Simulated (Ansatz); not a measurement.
BrClSn, SMILES `[Cl][Sn][Br]`, relaxed with RKS PBE0-D4/def2-TZVP in Ansatz from a PBE-D4/def2-SVP geometry. The force threshold is 0.005 eV/Å; the program also tests the step.

Total charge 0; spin multiplicity 1. Sn: def2 effective core potential.

Start:

```xyz
3

Cl    1.805    0.350    0.643
Sn   -0.600    0.358    0.803
Br   -1.205   -0.708   -1.447
```

| step | energy (eV) | largest force (eV/Å) | largest move (Å) |
| --- | --- | --- | --- |
| 1 | -88392.1258 | 0.534 | 0.000 |
| 2 | -88392.1462 | 0.249 | 0.074 |
| 3 | -88392.1507 | 0.014 | 0.023 |
| 4 | -88392.1507 | 0.002 | 0.001 |

End:

```xyz
3

Cl    1.760    0.336    0.616
Sn   -0.596    0.357    0.800
Br   -1.165   -0.693   -1.417
```

It took 9 s on 4 threads of an Arm Neoverse V1 on a shared host, with 0.36 GiB of host memory at the peak.
